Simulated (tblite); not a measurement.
A geometry optimisation, step by step.

C₅H₁₂SSi₃.
Numbering: `[CH:1]#[C:2][SiH2:3][Si@H:4]1[CH2:5][C@H:6]([S:7][SiH3:8])[CH2:9]1` (hydrogens: H10 on C1; H11, H12 on Si3; H13 on Si4; H14, H15 on C5; H16 on C6; H17, H18, H19 on Si8; H20, H21 on C9)

Computed with GFN2-xTB (tblite), gas phase: L-BFGS steps from a force-field or distance-geometry start until the largest atomic force falls under 0.01 eV/Å. 9 of its 66 geometries are shown.

Step 0: E = -684.5675 eV, largest atomic force 1.841 eV/Å
```
atom  x, y, z in Å  |  force x, y, z in eV/Å
C1     -1.743    2.874   -0.615    0.196   0.641   0.083
C2     -2.191    1.770   -0.757   -0.359  -0.664  -0.099
Si3    -2.861    0.035   -0.955   -0.908   0.581  -0.355
Si4    -1.333   -1.508   -0.366   -0.161  -1.378   0.114
C5      0.446   -1.116   -0.850   -0.029   0.960  -0.705
C6      0.607   -0.354    0.500    0.087  -1.838   0.068
S7      2.282   -0.621    1.217    0.201   0.381   0.076
Si8     3.522    0.776    0.159    0.094   0.139  -0.288
C9     -0.452   -1.198    1.285   -0.576   0.961   0.235
H10    -1.377    3.866   -0.491   -0.093  -0.397  -0.048
H11    -3.264   -0.167   -2.380    0.091   0.217   0.348
H12    -4.101   -0.119   -0.130    0.341   0.217  -0.224
H13    -1.715   -2.939   -0.561    0.061   0.295   0.007
H14     1.050   -2.024   -0.981    0.090   0.588   0.373
H15     0.552   -0.485   -1.749    0.349  -0.188   0.347
H16     0.351    0.715    0.463    0.187  -0.501  -0.069
H17     4.913    0.676    0.651   -0.542  -0.094  -0.055
H18     2.982    2.133    0.380    0.072  -0.280  -0.028
H19     3.454    0.454   -1.286    0.014   0.084   0.385
H20    -0.096   -2.123    1.745    0.334   0.494  -0.088
H21    -1.035   -0.627    2.030    0.554  -0.219  -0.076
```

Step 8: E = -684.8923 eV, largest atomic force 0.400 eV/Å
```
atom  x, y, z in Å  |  force x, y, z in eV/Å
C1     -1.765    2.857   -0.618    0.128   0.316   0.040
C2     -2.225    1.758   -0.765   -0.160  -0.364  -0.048
Si3    -2.898    0.040   -0.971   -0.161   0.050  -0.060
Si4    -1.367   -1.566   -0.373    0.226  -0.112   0.091
C5      0.424   -1.093   -0.878    0.128  -0.078   0.164
C6      0.614   -0.447    0.494   -0.037   0.231   0.009
S7      2.300   -0.605    1.241   -0.038  -0.075  -0.055
Si8     3.494    0.785    0.140   -0.031   0.005  -0.027
C9     -0.477   -1.178    1.283    0.155  -0.084  -0.028
H10    -1.374    3.829   -0.493   -0.024  -0.094  -0.008
H11    -3.277   -0.112   -2.384   -0.037   0.094   0.016
H12    -4.107   -0.061   -0.139   -0.011   0.095  -0.041
H13    -1.720   -2.985   -0.570    0.051   0.079   0.012
H14     1.081   -1.958   -0.949    0.001  -0.085  -0.123
H15     0.625   -0.443   -1.727    0.000   0.035   0.036
H16     0.400    0.621    0.453    0.018   0.062  -0.003
H17     4.845    0.642    0.665   -0.127  -0.061   0.029
H18     2.974    2.131    0.375   -0.035  -0.040  -0.038
H19     3.450    0.455   -1.284   -0.044   0.014   0.051
H20    -0.047   -2.062    1.751   -0.062  -0.021   0.028
H21    -0.959   -0.589    2.060    0.061   0.034  -0.042
```

Step 16: E = -684.9215 eV, largest atomic force 0.123 eV/Å
```
atom  x, y, z in Å  |  force x, y, z in eV/Å
C1     -1.776    2.833   -0.622    0.064   0.103   0.019
C2     -2.241    1.735   -0.769   -0.009  -0.103  -0.005
Si3    -2.916    0.023   -0.978   -0.071   0.039  -0.025
Si4    -1.343   -1.560   -0.367    0.050  -0.017   0.028
C5      0.452   -1.094   -0.870    0.004  -0.012   0.018
C6      0.638   -0.443    0.500   -0.054   0.046  -0.007
S7      2.312   -0.625    1.239   -0.042  -0.056   0.036
Si8     3.466    0.780    0.135    0.026   0.001  -0.009
C9     -0.451   -1.172    1.289   -0.004  -0.040  -0.012
H10    -1.376    3.799   -0.495   -0.004   0.000  -0.001
H11    -3.306   -0.063   -2.393   -0.014  -0.022   0.007
H12    -4.132   -0.011   -0.153   -0.006  -0.025  -0.014
H13    -1.692   -2.977   -0.565    0.034   0.025   0.010
H14     1.103   -1.961   -0.973   -0.006  -0.002  -0.003
H15     0.641   -0.429   -1.709    0.007   0.034  -0.038
H16     0.418    0.625    0.451    0.077  -0.006   0.020
H17     4.793    0.604    0.692    0.045   0.004   0.015
H18     2.942    2.122    0.358   -0.056   0.015   0.001
H19     3.422    0.457   -1.285   -0.027  -0.014  -0.042
H20    -0.037   -2.057    1.768   -0.015   0.003  -0.003
H21    -0.927   -0.570    2.058    0.001   0.027   0.005
```

Step 24: E = -684.9271 eV, largest atomic force 0.080 eV/Å
```
atom  x, y, z in Å  |  force x, y, z in eV/Å
C1     -1.765    2.825   -0.619    0.011   0.040   0.004
C2     -2.227    1.725   -0.766   -0.049  -0.039  -0.015
Si3    -2.931    0.024   -0.984   -0.002   0.001  -0.004
Si4    -1.341   -1.545   -0.369    0.034  -0.014   0.022
C5      0.456   -1.082   -0.872    0.002  -0.003   0.015
C6      0.648   -0.442    0.503   -0.005   0.029   0.001
S7      2.317   -0.646    1.243    0.022  -0.073   0.024
Si8     3.461    0.767    0.137   -0.007  -0.005  -0.003
C9     -0.449   -1.162    1.288    0.006   0.006  -0.010
H10    -1.374    3.795   -0.494    0.015  -0.024   0.004
H11    -3.329   -0.068   -2.398    0.009  -0.003   0.027
H12    -4.152   -0.018   -0.164    0.031  -0.003  -0.016
H13    -1.660   -2.970   -0.558    0.000   0.010  -0.005
H14     1.103   -1.951   -0.979   -0.015   0.000  -0.005
H15     0.648   -0.416   -1.710    0.001   0.035   0.003
H16     0.460    0.633    0.465   -0.034  -0.009  -0.001
H17     4.789    0.605    0.696    0.011   0.023  -0.019
H18     2.901    2.098    0.352   -0.017   0.010   0.021
H19     3.397    0.451   -1.286    0.013  -0.026  -0.019
H20    -0.043   -2.051    1.771   -0.017   0.021  -0.021
H21    -0.920   -0.555    2.056   -0.010   0.024  -0.002
```

Step 32: E = -684.9316 eV, largest atomic force 0.059 eV/Å
```
atom  x, y, z in Å  |  force x, y, z in eV/Å
C1     -1.761    2.815   -0.618    0.012   0.024   0.003
C2     -2.240    1.723   -0.772   -0.020  -0.023  -0.008
Si3    -2.934    0.019   -0.988   -0.034   0.009  -0.013
Si4    -1.332   -1.533   -0.370   -0.008  -0.011  -0.005
C5      0.461   -1.061   -0.870   -0.030  -0.028  -0.010
C6      0.660   -0.439    0.511   -0.003   0.023  -0.025
S7      2.327   -0.690    1.237    0.050  -0.006   0.031
Si8     3.448    0.748    0.137    0.011   0.004  -0.010
C9     -0.451   -1.143    1.289    0.017  -0.016  -0.010
H10    -1.354    3.777   -0.488    0.006  -0.006   0.002
H11    -3.340   -0.080   -2.397    0.018  -0.003  -0.012
H12    -4.155   -0.032   -0.173    0.006  -0.003   0.019
H13    -1.633   -2.962   -0.556   -0.007   0.016  -0.004
H14     1.099   -1.936   -0.990    0.023   0.018  -0.018
H15     0.655   -0.383   -1.700   -0.005   0.003   0.008
H16     0.489    0.637    0.481   -0.008   0.023   0.009
H17     4.789    0.630    0.677   -0.003  -0.001   0.002
H18     2.855    2.063    0.364   -0.009  -0.009   0.004
H19     3.388    0.425   -1.285    0.009  -0.004  -0.008
H20    -0.058   -2.036    1.771   -0.016   0.003   0.047
H21    -0.919   -0.524    2.051   -0.009  -0.014  -0.002
```

Step 41: E = -684.9332 eV, largest atomic force 0.029 eV/Å
```
atom  x, y, z in Å  |  force x, y, z in eV/Å
C1     -1.759    2.809   -0.619    0.010   0.017   0.003
C2     -2.251    1.723   -0.778   -0.005  -0.026  -0.002
Si3    -2.941    0.017   -0.992   -0.002   0.002   0.000
Si4    -1.330   -1.528   -0.370    0.006  -0.003   0.007
C5      0.462   -1.052   -0.871   -0.013  -0.016  -0.001
C6      0.667   -0.440    0.516   -0.021   0.016  -0.012
S7      2.336   -0.704    1.237    0.008  -0.006   0.006
Si8     3.447    0.740    0.133    0.005   0.002  -0.001
C9     -0.450   -1.139    1.291   -0.002  -0.013  -0.005
H10    -1.342    3.766   -0.484   -0.003  -0.006  -0.002
H11    -3.337   -0.086   -2.405    0.001  -0.002   0.019
H12    -4.156   -0.038   -0.166    0.011  -0.002  -0.015
H13    -1.632   -2.956   -0.560   -0.003   0.008  -0.002
H14     1.106   -1.921   -1.003    0.004   0.002  -0.008
H15     0.649   -0.366   -1.694   -0.005   0.014   0.009
H16     0.500    0.638    0.491    0.006   0.008   0.011
H17     4.791    0.640    0.671   -0.004  -0.004   0.004
H18     2.833    2.044    0.368    0.004  -0.001  -0.013
H19     3.391    0.414   -1.289    0.007   0.005   0.002
H20    -0.067   -2.028    1.790   -0.003   0.001   0.002
H21    -0.924   -0.514    2.044   -0.001   0.005  -0.002
```

Step 49: E = -684.9337 eV, largest atomic force 0.022 eV/Å
```
atom  x, y, z in Å  |  force x, y, z in eV/Å
C1     -1.756    2.804   -0.619    0.011   0.019   0.003
C2     -2.249    1.719   -0.779   -0.003  -0.020   0.001
Si3    -2.939    0.013   -0.992   -0.015  -0.001  -0.005
Si4    -1.330   -1.530   -0.368    0.018  -0.004  -0.002
C5      0.460   -1.047   -0.870   -0.005  -0.002  -0.001
C6      0.667   -0.440    0.518   -0.015   0.014  -0.004
S7      2.337   -0.709    1.235    0.015  -0.006   0.001
Si8     3.448    0.736    0.132    0.003   0.003  -0.005
C9     -0.451   -1.139    1.293   -0.002  -0.009   0.005
H10    -1.339    3.761   -0.484    0.001   0.003  -0.001
H11    -3.337   -0.091   -2.402    0.002  -0.002  -0.004
H12    -4.156   -0.043   -0.170   -0.003   0.001   0.004
H13    -1.637   -2.955   -0.564    0.007  -0.003   0.004
H14     1.109   -1.909   -1.014   -0.005   0.004   0.000
H15     0.638   -0.351   -1.688   -0.003   0.009  -0.008
H16     0.505    0.639    0.500   -0.006   0.004  -0.003
H17     4.790    0.639    0.676   -0.008  -0.001   0.004
H18     2.828    2.039    0.357    0.006  -0.001   0.000
H19     3.400    0.413   -1.291    0.007  -0.009   0.002
H20    -0.070   -2.024    1.799    0.002  -0.006  -0.002
H21    -0.928   -0.509    2.040   -0.006   0.006   0.011
```

Step 57: E = -684.9343 eV, largest atomic force 0.026 eV/Å
```
atom  x, y, z in Å  |  force x, y, z in eV/Å
C1     -1.751    2.797   -0.619   -0.001   0.003  -0.002
C2     -2.244    1.711   -0.776   -0.011   0.005  -0.006
Si3    -2.942    0.009   -0.991    0.004  -0.016   0.005
Si4    -1.331   -1.532   -0.365    0.016  -0.011  -0.011
C5      0.453   -1.032   -0.872   -0.018  -0.002   0.001
C6      0.662   -0.435    0.521    0.010   0.002  -0.014
S7      2.337   -0.713    1.228   -0.022   0.006   0.009
Si8     3.452    0.731    0.128    0.004  -0.007   0.007
C9     -0.453   -1.139    1.295    0.018   0.013  -0.004
H10    -1.335    3.755   -0.486    0.008   0.003   0.003
H11    -3.335   -0.098   -2.403   -0.003   0.004  -0.003
H12    -4.159   -0.044   -0.171   -0.009   0.004   0.003
H13    -1.627   -2.960   -0.562    0.006   0.006   0.003
H14     1.109   -1.889   -1.025   -0.012   0.022  -0.007
H15     0.621   -0.328   -1.685    0.002  -0.017   0.015
H16     0.502    0.644    0.510   -0.001  -0.005   0.006
H17     4.785    0.637    0.690    0.013   0.000   0.002
H18     2.831    2.034    0.345   -0.004   0.000  -0.006
H19     3.421    0.399   -1.294    0.002  -0.001  -0.003
H20    -0.070   -2.022    1.803   -0.003   0.004  -0.004
H21    -0.933   -0.508    2.041   -0.001  -0.011   0.007
```

Step 65: E = -684.9348 eV, largest atomic force 0.010 eV/Å
```
atom  x, y, z in Å  |  force x, y, z in eV/Å
C1     -1.748    2.787   -0.620   -0.003  -0.004  -0.001
C2     -2.247    1.704   -0.777    0.001   0.005   0.002
Si3    -2.947    0.002   -0.989   -0.002   0.006  -0.001
Si4    -1.332   -1.535   -0.363   -0.003   0.005  -0.006
C5      0.444   -1.014   -0.874    0.002   0.000  -0.001
C6      0.658   -0.427    0.523    0.008  -0.004  -0.002
S7      2.331   -0.713    1.227   -0.004   0.003  -0.001
Si8     3.459    0.720    0.126   -0.002   0.000   0.003
C9     -0.455   -1.137    1.296    0.007   0.004   0.002
H10    -1.326    3.743   -0.488    0.001  -0.002  -0.001
H11    -3.335   -0.103   -2.403   -0.007  -0.004   0.000
H12    -4.167   -0.044   -0.172   -0.002  -0.005   0.000
H13    -1.609   -2.966   -0.558   -0.003   0.005  -0.003
H14     1.106   -1.861   -1.043    0.006   0.001   0.007
H15     0.599   -0.301   -1.682   -0.001   0.004   0.009
H16     0.499    0.653    0.523   -0.003  -0.002  -0.005
H17     4.787    0.636    0.706    0.002  -0.002  -0.001
H18     2.831    2.023    0.324   -0.001   0.005  -0.004
H19     3.447    0.380   -1.293    0.001  -0.008   0.004
H20    -0.066   -2.019    1.802    0.004  -0.005  -0.001
H21    -0.937   -0.512    2.044   -0.001  -0.001   0.000
```

Task: Summarise the path.

Result: The energy falls by 8.47 kcal/mol from step 0 to step 65; nine tenths of that is first reached at step 9. It falls at every step. The largest force goes from 1.841 to 0.010 eV/Å. Among the bonds Si3–Si4 changes most, from 2.251 to 2.316 Å; the atoms move by 0.124 Å rms after alignment.

What follows is the cost of the whole relaxation. On one thread of an Arm Neoverse N1, no GPU, shared host with 64 logical CPUs at a one-minute load of 54, this took 1.3 s of wall time.
